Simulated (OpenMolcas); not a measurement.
# Ions of charge +4 along the 3d row with 4 chloride ligands in tetrahedral coordination

```
Program             : OpenMolcas 26.06
Method              : CASSCF
Spin-orbit coupling : state interaction with AMFI integrals over the reference wave functions
```

The d shell is active. Anionic complexes are neutralised by point charges behind the ligands. Distances were set from a Shannon-type radius of the metal (high-spin where two are listed) plus a fixed donor radius (Cl 1.76 Å). Ligand basis ANO-RCC-VDZP, DKH2 Hamiltonian. States (labels of Td). Energies in cm-1 above the lowest state or level, χT in cm3 K/mol; under a threefold ground state the first gap can be a small split of the lowest multiplet, not the spin-orbit step; 10Dq is the gap between the two states; 10Dq is negative for this site. Spin-only χT is S(S+1) / 2 for the spin of the ground state.

```tsv
Ion	Shell	R (Å)	Metal basis	Ground state	First state of that spin	10Dq	First gap with spin-orbit (degeneracies)	χT at 300 K	First state of another spin	Spin-only χT
V4+	3d1	2.21	ANO-RCC-VTZP	2E	2T2 7699	-7699	7676 (4, 4)	0.375		0.375
Cr4+	3d2	2.17	ANO-RCC-VDZP	3A2	3T2 8422		8383 (3, 1)	0.960	1E 14207	1.000
Mn4+	3d3	2.15	ANO-RCC-VTZP	4T1	4T2 8732		25.5 (4, 2)	1.523	2E 11855	1.875
Fe4+	3d4	2.21	ANO-RCC-VDZP	5T2	5E 13581		17.2 (1, 3)	2.797	2S+1 = 3: 17067	3.000
```

The rows also differ in their metal basis, so part of each step comes from that.

Every ion keeps the highest spin of its shell. χT departs most from the spin-only value for Mn4+, by -0.352 cm3 K/mol.

Ligand-to-metal charge-transfer states are missing. With metal d orbitals alone and no dynamic correlation the field as a rule comes out too small, by tens of per cent, by up to half for chloride and softer ligands. An orbital doublet at a regular site is open to a Jahn-Teller distortion, which this geometry leaves out (holds for V4+). The least metal-like active orbital is 79 % on the metal (Löwdin) and no ligand orbital is active, so the numbers are rough (holds for V4+). Without dynamic correlation the repulsion within the d shell is too large (B by tens of per cent), so at a given field states of lower spin stand too high (holds for Cr4+; Mn4+; Fe4+). The least metal-like active orbital is 76 % on the metal (Löwdin) and no ligand orbital is active, so the numbers are rough (holds for Cr4+; Mn4+). With no ligand orbital active B as a rule stays too high, so bands that hang on it stand too high and its fall with covalency is understated (holds for Cr4+; Mn4+; Fe4+). An orbital triplet at a regular site is open to Jahn-Teller coupling, which can distort the site and quench the lowest spin-orbit gaps and is left out (holds for Mn4+; Fe4+). The least metal-like active orbital is 69 % on the metal (Löwdin) and no ligand orbital is active, so the numbers are rough, and ground spin, moment and any spin crossover can be artefacts of this space; highly charged d ions in such sites are as a rule low spin (holds for Fe4+). No measured value stands beside these numbers; the geometry is a model, was not optimised and need not be the one that this ion takes.

A state without a sure symmetry label is named by its multiplicity alone.
